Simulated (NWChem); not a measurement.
System: NH4 cation; SMILES [NH4+]

Input file for NWChem:

```
start job
memory heap 200 mb stack 900 mb global 1100 mb
charge 1
geometry units angstroms noautoz
  N      0.000000     0.000000     0.000000
  H     -0.590962    -0.590962    -0.590962
  H      0.590962     0.590962    -0.590962
  H     -0.590962     0.590962     0.590962
  H      0.590962    -0.590962     0.590962
end
basis spherical
  N library 6-311++g**
  H library 6-311++g**
end
dft
  xc xtpss03 ctpss03
  iterations 150
  mulliken
end
task dft energy
```

Structure relaxed at the PBE0-D3(BJ)/def2-TZVP level.

Question: What results follow from this input? (TPSS/6-311++G** (spherical d).) Quantities: basis functions; energy (Ha); highest occupied level (eV); orbital gap (eV).

Answer: 
| Quantity | Value |
|---|---|
| number of basis functions | 50 |
| energy (Ha) | -56.92 |
| highest occupied level (eV) | -21.21 |
| orbital gap (eV) | 14.56 |
